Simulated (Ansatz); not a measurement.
Isolated molecules relaxed with PBE0-D4/def2-TZVP in Ansatz; ΔE leaves out vibrations. CBS: MP2 limit from def2 TZ/QZ plus the TZ coupled-cluster correction, frozen cores. This one scheme is used for every species. Functionals use def2-TZVPP. B3LYP here is the variant with VWN-RPA as its local correlation; programs differ in this. HSE06 is defined as in plane-wave codes.

`N#C/C=C/F` + `N#C[SiH3]` → `N#C[SiH2]C#N` + `C=CF`  (formal exchange of groups at a C–C bond)

| level | ΔE (kJ/mol) | difference from CCSD(T)/CBS |
| --- | --- | --- |
| LDA (SPW92) | -6.5 | 28.1 |
| PBE-D4 | -16.8 | 17.8 |
| revPBE-D4 | -18.1 | 16.5 |
| BLYP-D4 | -23.0 | 11.6 |
| r2SCAN-D4 | -20.8 | 13.8 |
| B97M-V | -21.6 | 13.0 |
| PBE0-D4 | -19.4 | 15.2 |
| B3LYP-D4 | -24.3 | 10.3 |
| r2SCAN0-D4 | -22.2 | 12.4 |
| HSE06-D4 | -19.2 | 15.4 |
| BHLYP-D4 | -27.4 | 7.2 |
| ωB97X-V | -27.2 | 7.4 |
| ωB97M-V | -30.5 | 4.1 |
| PBE-QIDH | -25.1 | 9.5 |
| PBE | -16.3 | 18.3 |
| revPBE | -18.7 | 15.9 |
| BLYP | -22.3 | 12.3 |
| r2SCAN | -20.7 | 13.9 |
| PBE0 | -18.9 | 15.7 |
| B3LYP | -23.5 | 11.1 |
| r2SCANh | -21.3 | 13.3 |
| r2SCAN0 | -22.0 | 12.6 |
| HSE06 | -18.6 | 16.0 |
| BHLYP | -26.1 | 8.5 |
| CAM-B3LYP | -25.3 | 9.3 |
| LC-ωPBE | -24.7 | 9.9 |
| RPA@PBE/def2-TZVPP | -33.5 | 1.1 |
| HF/def2-SVP | -22.8 | 11.8 |
| MP2/def2-SVP | -19.6 | 15.0 |
| CCSD/def2-SVP | -21.2 | 13.4 |
| HF/def2-TZVPP | -30.2 | 4.4 |
| SCS-MP2/def2-TZVPP | -33.7 | 0.9 |
| CCSD/def2-TZVPP | -33.1 | 1.5 |
| CCSD(T)/def2-TZVPP | -32.0 | 2.6 |
| HF/def2-QZVPP | -30.5 | 4.1 |
| MP2/def2-QZVPP | -33.8 | 0.8 |
| SCS-MP2/def2-QZVPP | -35.4 | -0.8 |
| HF/CBS(def2) | -30.6 | 4.0 |
| MP2/CBS(def2) | -34.8 | -0.2 |
| CCSD/CBS(def2) | -35.7 | -1.1 |
| CCSD(T)/CBS | -34.6 | 0 |

Largest T1 diagnostic among the species: 0.014.

At CCSD(T), def2-SVP lies +15.2 kJ/mol from the extrapolated value and def2-TZVPP +2.6 kJ/mol. Leaving LDA and LC-ωPBE aside and taking each functional with its dispersion term where it has one, the values spread over 13.6 kJ/mol, from ωB97M-V to PBE-D4. LDA lies +9.8 kJ/mol from PBE without D4. From BLYP to BHLYP (50 % exact exchange), in def2-TZVPP and without D4, ΔE moves by −3.9 kJ/mol.
